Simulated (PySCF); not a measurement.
CH6OSiTe, SMILES C[Te]O[SiH3].

The structure is a stationary point at PBE-D3(BJ)/def2-SVP. The structure was generated by enumeration, and PubChem lists no compound with its InChIKey, so it may never have been made. The def2 effective core potentials stand for the cores of Te; spin–orbit coupling is left out. One conformer was computed; it need not be the lowest.

All values below come from TDA-PBE/def2-SVPD run with PySCF.

Vertical excitations. Isolated molecule, no solvent.

Computed UV-visible absorptions:
```tsv
state	energy (eV)	λ (nm)	f	main pairs
S1	2.56	484	0.001	HOMO→LUMO 99 %
S2	4.16	298	0.000	HOMO→LUMO+1 93 %
S3	4.20	295	0.004	HOMO−1→LUMO 94 %
S4	4.69	264	0.040	HOMO→LUMO+2 98 %
S5	5.04	246	0.047	HOMO−2→LUMO 88 %
S6	5.27	235	0.005	HOMO→LUMO+3 98 %
S7	5.41	229	0.005	HOMO−3→LUMO 92 %
S8	5.48	226	0.023	HOMO→LUMO+4 97 %
S9	5.76	215	0.014	HOMO→LUMO+5 70 %, HOMO→LUMO+6 20 %
S10	5.86	212	0.062	HOMO→LUMO+6 51 %, HOMO−1→LUMO+1 35 %, HOMO→LUMO+5 8 %
T1	1.83	678	0	HOMO→LUMO 100 %
T2	3.57	347	0	HOMO→LUMO+1 99 %
T3	3.75	330	0	HOMO−1→LUMO 99 %
T4	4.50	275	0	HOMO−2→LUMO 97 %
```
Triplets are in the Tamm–Dancoff approximation.
